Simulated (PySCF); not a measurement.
AlF2I, singlet, at a GFN2-xTB geometry (such geometries of metal compounds can be far from the true shape) (core potentials on I). Base run: B3LYP/def2-SVP in PySCF.

The PySCF input:
```python
from pyscf import gto, scf, dft, solvent

mol = gto.M(
    atom='''
Al   -1.040930    0.608828   -0.670889
F    -2.493726   -0.122361   -0.870635
F    -0.901223    2.108030   -1.317442
I     0.831823   -0.486524    0.536118
''',
    basis='def2-svp',
    ecp={'I': 'def2-svp'},
    charge=0,
    spin=0,
    verbose=4,
)

mf = dft.RKS(mol)
mf.xc = 'b3lyp'
mf.kernel()
mf.analyze()
```

Each row names what was changed in the base input (with any setting that the change needs).

| change | ΔE vs base (kcal/mol) | dipole (D) | HOMO-LUMO gap (eV) |
|---|---|---|---|
| base | 0.000 | 0.96 | 6.09 |
| model = IEF-PCM; solvent = dimethylsulfoxide; r_probe = 0.5 | (withheld) | (withheld) | (withheld) |
| model = IEF-PCM; solvent = dichloromethane | -6.20 | 0.82 | 6.26 |
| model = C-PCM; solvent = dimethylsulfoxide | -7.34 | 0.77 | 6.30 |
| model = IEF-PCM; solvent = dimethylsulfoxide; vdw_scale = 1.4 | (withheld) | (withheld) | (withheld) |
| model = ddCOSMO; solvent = dimethylsulfoxide | -4.54 | 0.92 | 6.20 |
| model = IEF-PCM; solvent = chloroform | -5.17 | 0.86 | 6.23 |
| model = IEF-PCM; solvent = water | -7.36 | 0.77 | 6.30 |
| model = SS(V)PE; solvent = dimethylsulfoxide | -7.20 | 0.79 | 6.30 |
| model = COSMO; solvent = dimethylsulfoxide | -7.26 | 0.77 | 6.30 |
| model = IEF-PCM; solvent = dimethylsulfoxide; vdw_scale = 1.0 | (withheld) | (withheld) | (withheld) |
| model = IEF-PCM; solvent = dimethylsulfoxide; lebedev_order = 11 | -7.12 | 0.80 | 6.28 |

Problem. What belongs in the gaps?

Solution. 
- model = IEF-PCM; solvent = dimethylsulfoxide; r_probe = 0.5, ΔE vs base (kcal/mol): -2.43
- model = IEF-PCM; solvent = dimethylsulfoxide; r_probe = 0.5, dipole (D): 0.93
- model = IEF-PCM; solvent = dimethylsulfoxide; r_probe = 0.5, HOMO-LUMO gap (eV): 6.16
- model = IEF-PCM; solvent = dimethylsulfoxide; vdw_scale = 1.4, ΔE vs base (kcal/mol): -3.28
- model = IEF-PCM; solvent = dimethylsulfoxide; vdw_scale = 1.4, dipole (D): 0.91
- model = IEF-PCM; solvent = dimethylsulfoxide; vdw_scale = 1.4, HOMO-LUMO gap (eV): 6.18
- model = IEF-PCM; solvent = dimethylsulfoxide; vdw_scale = 1.0, ΔE vs base (kcal/mol): -18.50
- model = IEF-PCM; solvent = dimethylsulfoxide; vdw_scale = 1.0, dipole (D): 0.49
- model = IEF-PCM; solvent = dimethylsulfoxide; vdw_scale = 1.0, HOMO-LUMO gap (eV): 6.49

The base is the gas phase, so ΔE is the electrostatic part of solvation at a fixed geometry, without cavity and dispersion terms.
